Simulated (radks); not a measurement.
Charge is removed step by step from the 5p down level of the promethium ion Pm+, starting from [Kr] 4d10 4f5 5s2 5p(up 3, down 3) 6s1. All-electron calculation, scalar-relativistic Kohn-Sham, BLYP, spin-polarised, spherical densities, finite nucleus; open shells are filled with parallel spins first (spin-orbit coupling, left out, can overturn this in heavy ions); Fermi nuclear charge, rms radius 4.962 fm. Program: a radial shooting solver on a logarithmic mesh with Libxc functionals.

removed (e)  E - E(0) (eV)  eigenvalue (eV)  E minus straight line (eV)
0                    0.000          -27.328                       0.000
0.25                 7.149          -29.923                      -1.002
0.5                 14.956          -32.589                      -1.347
0.75                23.437          -35.314                      -1.017
1                   32.606          -38.093                       0.000

Removing the whole electron costs 32.606 eV by Delta-SCF, against 27.328 eV from minus the eigenvalue at the starting occupation. Slater's transition state (half an electron removed) gives 32.589 eV. Integrating minus the eigenvalue over the occupation (Janak's theorem) gives 32.629 eV. In this scalar-relativistic scheme the density is built from large components alone, so the theorem holds only approximately. The mean slope of the eigenvalue, de/dn, is 10.8 eV per electron.
